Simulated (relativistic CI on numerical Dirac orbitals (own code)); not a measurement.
# Slater and spin-orbit integrals, Nd21+

Calculated at this level of theory: Dirac-Coulomb-Breit CI, orbitals from a KLI potential per configuration, QED by a radiative potential, unscaled Slater integrals (own radial code, finite nucleus).

Slater integrals F^k, G^k are unscaled and averaged over j, outside the closed core [Ar] 3d10; ζ comes from projecting the Hamiltonian with its Breit term on Σ l·s of the shell.

- 4s2 4p6 4d3: F^2(4d,4d) = 166320, F^4(4d,4d) = 112960, ζ(4d) = 17062 cm⁻¹; <r>(4d) = 0.6085, <r^2>(4d) = 0.4228 (bohr units).
- 4s2 4p5 4d4: ζ(4p) = 145270, F^2(4d,4d) = 166310, F^4(4d,4d) = 112950, F^2(4p,4d) = 169800, G^1(4p,4d) = 213510, G^3(4p,4d) = 135850, ζ(4d) = 16994 cm⁻¹; <r>(4p) = 0.5896, <r^2>(4p) = 0.3927, <r>(4d) = 0.6084, <r^2>(4d) = 0.4227 (bohr units).
- 4s2 4p6 4d2 4f: F^2(4d,4d) = 166250, F^4(4d,4d) = 112900, ζ(4d) = 17070, F^2(4d,4f) = 164340, F^4(4d,4f) = 107770, G^1(4d,4f) = 181200, G^3(4d,4f) = 121500, G^5(4d,4f) = 88292, ζ(4f) = 1967.7 cm⁻¹; <r>(4d) = 0.6088, <r^2>(4d) = 0.4232, <r>(4f) = 0.6057, <r^2>(4f) = 0.4191 (bohr units).

(1) Give the Racah parameters of the d shell in 4s2 4p6 4d3.

Averages of the first 10 configurations, taken without configuration mixing, which lowers the lowest level and can move excited configurations by several eV; other configurations of the list can lie among them:

| Configuration | Parity | States | Average energy above the lowest level (eV) |
| --- | --- | --- | --- |
| 4s2 4p6 4d3 | even | 120 | 12.7 |
| 4s2 4p5 4d4 | odd | 1260 | 135.3 |
| 4s2 4p6 4d2 4f | odd | 630 | 144.8 |
| 4s 4p6 4d4 | even | 420 | 226.1 |
| 4s2 4p6 4d2 5s | even | 90 | 208.2 |
| 4s 4p6 4d3 4f | odd | 3360 | 356.8 |
| 4s2 4p6 4d2 5p | odd | 270 | 242.9 |
| 4s2 4p6 4d 4f 5s | odd | 280 | 340.8 |
| 4s2 4p6 4d2 5d | even | 450 | 293.7 |
| 4s2 4p5 4d3 5s | odd | 1440 | 329.9 |

Results:

(1) B = F²/49 − 5F⁴/441 = 2113 cm⁻¹ and C = 35F⁴/441 = 8965 cm⁻¹.
